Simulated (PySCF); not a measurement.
From one molecule to another.

First species: cubane, C₈H₈.
Z-matrix (Å and degrees, PBE0-D3(BJ)/def2-SVP geometry), rows numbered from 1:
```
C 
C   1  1.5595
C   2  1.5594  1   89.99
C   3  1.5594  2   90.02  1     0.00
C   4  1.5594  1   90.00  2    90.00
C   1  1.5594  2   90.00  3    89.99
C   2  1.5594  1   90.00  3   -90.00
C   3  1.5594  2   90.00  1   -90.00
H   1  1.0978  2  125.25  3  -135.02
H   2  1.0978  1  125.28  3   135.00
H   3  1.0978  2  125.27  1   135.01
H   4  1.0978  1  125.26  2  -134.98
H   5  1.0978  4  125.26  1   134.99
H   6  1.0978  1  125.25  2   134.98
H   7  1.0978  2  125.28  1  -135.00
H   8  1.0978  3  125.26  2  -135.01
```

Second species: 1,3-butanesultone, C₄H₈O₃S.
Z-matrix (Å and degrees, PBE0-D3(BJ)/def2-SVP geometry), rows numbered from 1:
```
C 
C   1  1.5156
C   2  1.5362  1  114.81
C   3  1.5200  2  106.11  1    79.12
S   4  1.8151  3  104.60  2    28.08
O   5  1.4452  4  112.12  3   105.20
O   5  1.4503  4  109.47  3  -117.80
O   2  1.4322  1  111.19  3   118.94
H   1  1.0989  2  109.75  3  -174.28
H   1  1.1001  2  110.44  3    66.02
H   1  1.0998  2  111.68  3   -55.36
H   2  1.0997  1  110.24  3  -125.18
H   3  1.0997  2  108.87  1  -162.80
H   3  1.0993  2  111.79  1   -43.36
H   4  1.0971  3  114.68  2   144.70
H   4  1.0976  3  114.21  2   -87.26
```

Levels: CAM-B3LYP/def2-SVPD for HOMO energy, LUMO energy, HOMO–LUMO gap and static isotropic polarisability; TDDFT CAM-B3LYP/def2-SVPD for lowest singlet excitation. Geometries: PBE0-D3(BJ)/def2-SVP. All species are isolated and taken at one optimised geometry, non-relativistic unless stated; the electronic structure was computed with PySCF and density fitting.

| property | column X | column Y |
| --- | --- | --- |
| HOMO energy | -8.78 eV | -9.97 eV |
| LUMO energy | 1.55 eV | 0.80 eV |
| HOMO–LUMO gap | 10.33 eV | 10.77 eV |
| lowest singlet excitation | 7.26 eV | 7.90 eV |
| static isotropic polarisability | 74.0 au | 73.7 au |

Which column belongs to which species?

Column X is the first species and column Y the second. The first has 16 atoms and 56 electrons, the second 16 and 72.

How does each property change from the first species to the second?

HOMO energy -1.19 eV; LUMO energy -0.75 eV; HOMO–LUMO gap +0.44 eV; lowest singlet excitation +0.64 eV; static isotropic polarisability -0.3 au.

On the first: S1 lies 3.07 eV below the HOMO–LUMO gap. The principal polarisabilities are 74.0, 74.0 and 74.0 au; their mean is the isotropic value.

On the second: S1 lies 2.87 eV below the HOMO–LUMO gap; its leading configuration is HOMO→LUMO, weight 0.42. No computed singlet falls in the visible range (750 to 380 nm, 1.65 to 3.26 eV); S1 lies 4.64 eV above its blue end.
